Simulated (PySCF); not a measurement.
Compound: 4-methyl-2-pentanone, C6H12O.
SMILES: `CC(=O)CC(C)C`

Level: wB97X-D/def2-SVPD in PySCF, non-relativistic, on one gas-phase PBE0-D3(BJ)/def2-SVP geometry that isn't relaxed in the solvent. The solvent is an IEF-PCM continuum (van der Waals radii × 1.2), and excitations are vertical TDDFT with non-equilibrium linear response and a frozen core. The model holds no explicit solvent molecules, cavitation or dispersion.

Gas-phase singlets (H = HOMO, L = LUMO):

```tsv
state	E (eV)	λ (nm)	f	leading configurations
S1	4.515	275	0.000	H→L 96%
S2	7.243	171	0.029	H→L+1 83%
S3	7.997	155	0.001	H-1→L 67%, H-3→L 19%
S4	8.233	151	0.016	H-3→L 22%, H-2→L 18%
S5	8.314	149	0.005	H-3→L 30%, H→L+3 20%
```

How does the list change in cyclohexane (ε = 2.017)?

| state | E (eV) | λ (nm) | f | leading configurations | change by rank (eV) |
| --- | --- | --- | --- | --- | --- |
| S1 | 4.565 | 272 | 0.000 | H→L 96% | +0.050 |
| S2 | 7.333 | 169 | 0.042 | H→L+1 81% | +0.090 |
| S3 | 7.931 | 156 | 0.002 | H-1→L 67%, H-3→L 18% | -0.066 |
| S4 | 8.190 | 151 | 0.030 | H-3→L 32%, H-2→L 28% | -0.043 |
| S5 | 8.324 | 149 | 0.021 | H→L+3 28%, H-3→L 21% | +0.010 |

Give the list for acetonitrile (ε = 35.69), n² = 1.81.

```json
{"state": "S1", "E (eV)": "4.662", "λ (nm)": "266", "f": "0.000", "leading configurations": "H→L 97%", "change by rank (eV)": "+0.147"}
{"state": "S2", "E (eV)": "7.424", "λ (nm)": "167", "f": "0.050", "leading configurations": "H→L+1 81%", "change by rank (eV)": "+0.181"}
{"state": "S3", "E (eV)": "7.836", "λ (nm)": "158", "f": "0.002", "leading configurations": "H-1→L 66%, H-3→L 17%", "change by rank (eV)": "-0.161"}
{"state": "S4", "E (eV)": "8.119", "λ (nm)": "153", "f": "0.035", "leading configurations": "H-2→L 36%, H-3→L 28%", "change by rank (eV)": "-0.114"}
{"state": "S5", "E (eV)": "8.301", "λ (nm)": "149", "f": "0.043", "leading configurations": "H-2→L 34%, H-3→L 31%", "change by rank (eV)": "-0.013"}
```

The ground-state energy changes by -0.232 eV from gas to acetonitrile. By how much does the total energy of gas-phase S1 change?

E(S1) = E(S0) + excitation energy, so it changes by -0.232 + 0.147 = -0.085 eV: it is lowered less than the ground state, which is what a blue shift means. This is the vertical state, with the slow part of the continuum still set for S0.

How do the frontier levels move from gas to acetonitrile?

| orbital | gas (eV) | solvent (eV) | change (eV) |
| --- | --- | --- | --- |
| LUMO+2 | 2.76 | 2.99 | +0.23 |
| LUMO+1 | 2.15 | 2.38 | +0.23 |
| LUMO | 1.41 | 1.42 | +0.01 |
| HOMO | -9.16 | -9.27 | -0.11 |
| HOMO-1 | -11.03 | -10.89 | +0.14 |
| HOMO-2 | -11.27 | -11.13 | +0.14 |
| HOMO-3 | -11.44 | -11.32 | +0.12 |

The HOMO–LUMO gap goes from 10.58 to 10.70 eV. Rows go by rank; for LUMO+1 the atom shares or the degeneracy differ between the runs, so the row needn't follow one orbital.

Shape of the structure used: `[CH3:1][C:2](=[O:3])[CH2:4][CH:5]([CH3:6])[CH3:7]`: C1–C2–C4–C5 -164°, C2–C4–C5–C6 68°.

Note: wB97X-D ran without an empirical dispersion term, which enters the total energy and its gradient alone.
